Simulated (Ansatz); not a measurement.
Ansatz (a program for electronic structure) input (B3LYP-D3(BJ)/def2-TZVP):

Ansatz 0.2 input:
```yaml
crystal:
  periodic: [false, false, false]
  atoms:
    - {symbol: C, position_ang: [-2.43348022, 1.18191039, -0.38668388]}
    - {symbol: C, position_ang: [-1.43735737, 0.47255200, 0.52056019]}
    - {symbol: C, position_ang: [-0.82053702, -0.75744507, -0.16813490]}
    - {symbol: C, position_ang: [0.16790631, -1.45092282, 0.68890296]}
    - {symbol: C, position_ang: [1.53979656, -1.63289527, 0.33174857]}
    - {symbol: S, position_ang: [2.62855706, -0.13333333, 0.92362825]}
    - {symbol: C, position_ang: [2.35866797, 1.00532874, -0.45939739]}
    - {symbol: H, position_ang: [-2.85740994, 2.04749631, 0.11712739]}
    - {symbol: H, position_ang: [-1.94869615, 1.52124071, -1.30013965]}
    - {symbol: H, position_ang: [-3.24572556, 0.51170982, -0.66024236]}
    - {symbol: H, position_ang: [-0.64202130, 1.16396064, 0.80668721]}
    - {symbol: H, position_ang: [-1.93692259, 0.15221001, 1.43667895]}
    - {symbol: H, position_ang: [-0.36281815, -0.46371872, -1.11583632]}
    - {symbol: H, position_ang: [-1.64301789, -1.44676452, -0.40185620]}
    - {symbol: H, position_ang: [-0.12894180, -1.67050082, 1.70245866]}
    - {symbol: H, position_ang: [1.73514008, -1.66439886, -0.73685399]}
    - {symbol: H, position_ang: [2.03023302, -2.44903637, 0.85453545]}
    - {symbol: H, position_ang: [2.98599426, 1.87086336, -0.27003997]}
    - {symbol: H, position_ang: [1.31681403, 1.30789564, -0.49774644]}
    - {symbol: H, position_ang: [2.65715945, 0.52902833, -1.38990987]}
basis:
  gaussian:
    orbitals: def2-TZVP
hamiltonian:
  xc: b3lyp
  dispersion: d3bj
magnetization: {spin_polarized: true, initial_magnetization: 1}
relax: {f_tol: 0.002, max_steps: 150}
```

End of the output:

```
1923 factors; their error is unknown
0.39 GiB of the device are held for the grids
2.14 GiB of device memory are held for the factors and their scratch space
mean field: 2.56 GiB planned
mean field evaluation 192: about -17271.7991 eV, gradient 2.9e-5 eV
mean field -17271.79913140 eV, -634.7269108331 hartree, gradient 1.4e-5 eV, S^2 0.755324; 1 other end points of the search recorded, 0 dependent functions left out
the calculation of the forces begins
reference -17271.79947738 eV, -634.7269235477 hartree; 33, 32 occupied and 268, 269 virtual orbitals, 1923 factors
Total energy: -17272.61971645 eV, -634.7570667774 hartree
Atom 0 at    -2.535905     1.133583    -0.446399 Å, force    -0.000049     0.000466     0.000271 eV/Å
Atom 1 at    -1.489695     0.524217     0.480992 Å, force    -0.000059    -0.000643    -0.000316 eV/Å
Atom 2 at    -0.762722    -0.672090    -0.147269 Å, force     0.000317     0.000322     0.000421 eV/Å
Atom 3 at     0.255339    -1.295657     0.740482 Å, force    -0.000346    -0.000112    -0.000270 eV/Å
Atom 4 at     1.600550    -1.675622     0.290624 Å, force    -0.001509    -0.000973    -0.000599 eV/Å
Atom 5 at     2.909432    -0.412957     0.708343 Å, force     0.001440     0.000086     0.000573 eV/Å
Atom 6 at     2.387835     0.962027    -0.349528 Å, force     0.000322     0.000890     0.000182 eV/Å
Atom 7 at    -3.042581     1.977591     0.024679 Å, force    -0.000071     0.000022    -0.000062 eV/Å
Atom 8 at    -2.079211     1.493743    -1.371518 Å, force     0.000151     0.000232    -0.000180 eV/Å
Atom 9 at    -3.296225     0.397698    -0.718971 Å, force    -0.000375    -0.000337    -0.000233 eV/Å
Atom 10 at    -0.755179     1.283697     0.763374 Å, force     0.000470     0.000299     0.000222 eV/Å
Atom 11 at    -1.963029     0.200404     1.412655 Å, force    -0.000145    -0.000186     0.000151 eV/Å
Atom 12 at    -0.298182    -0.367488    -1.090897 Å, force    -0.000004     0.000095    -0.000010 eV/Å
Atom 13 at    -1.525389    -1.417078    -0.426584 Å, force     0.000003    -0.000125    -0.000257 eV/Å
Atom 14 at     0.030127    -1.385768     1.797182 Å, force    -0.000124     0.000154     0.000728 eV/Å
Atom 15 at     1.647855    -1.842059    -0.787062 Å, force     0.000409     0.000270    -0.000219 eV/Å
Atom 16 at     1.970853    -2.570577     0.793705 Å, force     0.000422     0.000049     0.000345 eV/Å
Atom 17 at     3.133608     1.747030    -0.231496 Å, force     0.000240    -0.000090     0.000159 eV/Å
Atom 18 at     1.417553     1.353949    -0.049755 Å, force    -0.001101     0.000309     0.000366 eV/Å
Atom 19 at     2.358308     0.660538    -1.397070 Å, force     0.000009    -0.000727    -0.001274 eV/Å
Dipole moment:    -0.298607     0.050521    -0.200763 e Å
```

It need not be the lowest isomer of its formula.
